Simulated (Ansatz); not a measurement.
The same silylene loss along the group Al, Ga, In.

Isolated molecules relaxed with PBE0-D4/def2-TZVP in Ansatz; ΔE leaves out vibrations. CCSD(T)/CBS is the MP2 limit (def2-TZVPP, def2-QZVPP) plus CCSD(T) − MP2 in def2-TZVPP, frozen cores. This one scheme is used for every species. DFT in def2-TZVPP. Elements past krypton have def2 core potentials. For Ga, In outer-core shells are correlated without core-valence functions, which leaves a few kJ/mol of doubt a bond. Scalar relativity is left out up to krypton.

```tsv
reaction	HF/CBS(def2) (kJ/mol)	ωB97M-V (kJ/mol)	CCSD(T)/CBS(def2) (kJ/mol)
`[AlH2][SiH2][SiH3]` → `[AlH2][SiH3]` + `[SiH2]`	219	239	248
`[SiH3][SiH2][GaH2]` → `[SiH3][GaH2]` + `[SiH2]`	218	239	248
`[SiH3][SiH2][InH2]` → `[SiH3][InH2]` + `[SiH2]`	219	239	249
```

Largest T1 diagnostic: 0.014, for `[SiH3][SiH2][InH2]`.
